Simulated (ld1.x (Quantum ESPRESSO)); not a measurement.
# Sc (Z = 21), TM: configuration errors across variants

ld1.x (Quantum ESPRESSO) 7.5 input, shortened:

```
&input
   title='Sc', zed=21., rel=1, dft='PBE', iswitch=3,
   config='[Ar] 3d1 4s2 4p0 4f-2'
 /
 &inputp
   pseudotype=2, tm=.true., lloc=3,
   nlcc=.true., new_core_ps=.true., rcore=2.05
 /
4
4S  1  0   2.00   0.00  3.35  3.35  0.0
4P  2  1   0.00   0.00  2.95  2.95  0.0
3D  3  2   1.00   0.00  2.70  2.70  0.0
4F  4  3  -2.00  -0.15  3.45  3.45  0.0
 &test
   configts(1)='3d1 4s2 4p0'
 /
```

All-electron excitation energies from the reference (eV): (1) 3d1 4s1 4p0 6.897; (2) 3d1 4s0 4p0 19.665; (3) 3d1 4s1.5 4p0 2.754; (4) 3d1 4s1 4p1 2.779; (5) 3d0 4s2 4p0 8.381; (6) 3d2 4s1 4p0 1.668; (7) 3d1 4s0 4p2 5.674.

Tests that are not counted but printed errors over 1 eV. “all radii but the core radius scaled by about 0.79 (s 2.64, p 2.32, d 2.12, f 2.72 bohr)”: 3d0 4s2 4p0 (solver errors, printed error -14.0 eV).

Errors AE − PS in meV (a dash: test not solved or not reliable):

| change | (1) | (2) | (3) | (4) | (5) | (6) | (7) | bound ghosts |
| --- | --- | --- | --- | --- | --- | --- | --- | --- |
| base | +1.0 | -36 | +0.4 | -1.9 | +174 | -41 | -10 | none |
| all radii but the core radius scaled by about 0.79 (s 2.64, p 2.32, d 2.12, f 2.72 bohr) | +29 | -27 | +4.9 | +1.0 | – | – | -3.7 | none |
| all radii but the core radius scaled by about 0.85 (s 2.84, p 2.50, d 2.30, f 2.94 bohr) | +4.5 | -26 | +0.9 | -0.1 | +383 | -91 | -0.3 | none |
| all radii but the core radius scaled by about 0.93 (s 3.12, p 2.74, d 2.52, f 3.22 bohr) | +1.4 | -28 | +0.4 | -0.7 | +120 | -70 | -3.2 | none |
| all radii but the core radius scaled by about 1.11 (s 3.70, p 3.26, d 2.98, f 3.82 bohr) | -0.5 | -61 | +0.3 | -5.3 | +270 | -0.3 | -28 | none |
| all radii but the core radius scaled by about 1.18 (s 3.96, p 3.48, d 3.20, f 4.08 bohr) | -2.7 | -100 | +0.1 | -9.5 | +398 | +48 | -49 | none |
| all radii but the core radius scaled by about 1.29 (s 4.32, p 3.80, d 3.48, f 4.44 bohr) | -6.4 | -162 | -0.2 | -15 | +575 | +124 | -77 | none |
| all radii but the core radius scaled by about 1.40 (s 4.70, p 4.14, d 3.78, f 4.84 bohr) | -13 | -267 | -0.7 | -24 | +744 | +202 | -121 | none |

Problem. Give the same row for: all radii but the core radius scaled by about 1.05 (s 3.52, p 3.10, d 2.82, f 3.62 bohr).

Solution. +0.4, -45, +0.3, -3.3, +201, -27, -18; bound ghosts: none.
